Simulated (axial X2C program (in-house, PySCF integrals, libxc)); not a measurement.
ClSnCl⁻: properties at the nuclei

Calculated with an axial X2C code built on PySCF integrals: two-component X2C with atomic mean-field Coulomb and Gaunt terms, Gaussian nuclei, basis Cl dyall-av3z, Sn dyall-v3z with contracted cores.

Cl–Sn–Cl held linear, with bonds 2.690 and 2.690 Å (near the PBE0 minimum at charge -1 of the determinant lowest at the starting distance; the state shown can have its own minimum elsewhere, held linear; other orders of the atoms were not compared).

Determinant lowest in the PBE0 search, Ω = 1/2 (⟨Sz⟩ = -0.50, ⟨Lz⟩ = 1.00 at PBE0), spin on the atoms Cl 0.01, Sn -0.51, Cl 0.01:

```
level  A∥/gI Cl (MHz)  qzz Cl (a.u.)  A∥/gI Sn (MHz)  qzz Sn (a.u.)
 PBE0            91.8           0.46            2850           0.59
   HF            75.5           0.35            3200           1.41
TPSSh              96           0.44            2810           0.60
```

Determinant 0.29 eV from it at PBE0 and this distance, Ω = 3/2 (⟨Sz⟩ = 0.50, ⟨Lz⟩ = 1.00 at PBE0), spin on the atoms Cl -0.01, Sn 0.52, Cl -0.01:

```tsv
level	A∥/gI Cl (MHz)	qzz Cl (a.u.)	A∥/gI Sn (MHz)	qzz Sn (a.u.)
PBE0	20.9	0.47	150	0.07
HF	13.2	0.37	20.2	0.85
TPSSh	23.3	0.44	140	0.10
```

A∥ (defined per Ω) follows by multiplying with gI = μI/(I μN); qzz is the electric field gradient, eQq0 = 234.96 MHz × Q/barn × qzz. The operators were transformed with the bare-nucleus X2C matrices; with these basis sets, hyperfine constants and field gradients can be off by tens of per cent, and where levels differ in sign neither size nor sign is settled.

**Question.** With gI(35Cl) = 0.5479, Q(35Cl) = -0.08112 barn, gI(119Sn) = -2.0946 (g factors from the IAEA table of nuclear moments by Stone; Q from Pyykkö, Mol. Phys. 2018), turn the PBE0 values of the first state into constants in MHz.

**Answer.** A∥(35Cl) = 91.8 × 0.5479 = 50.3 MHz; eQq0(35Cl) = 234.96 × (-0.08112) × (0.46) = -8.77 MHz; A∥(119Sn) = 2850 × -2.0946 = -5970 MHz.

The molecule was held linear; bending was not examined, so a bent shape may lie lower.

Each state is one determinant with collinear spin. Unrestricted Hartree–Fock can overshoot spin polarisation at the nuclei. For an anion, determinants above electron detachment, or with a positive highest level, are held by the basis set. The search compared states at one distance, so a state with another bond length can lie lower. Where a field gradient or hyperfine factor spreads by more than a factor of two over the levels, a constant derived from it is not to be relied on. PBE0 term energies can be off by some tenths of an eV.
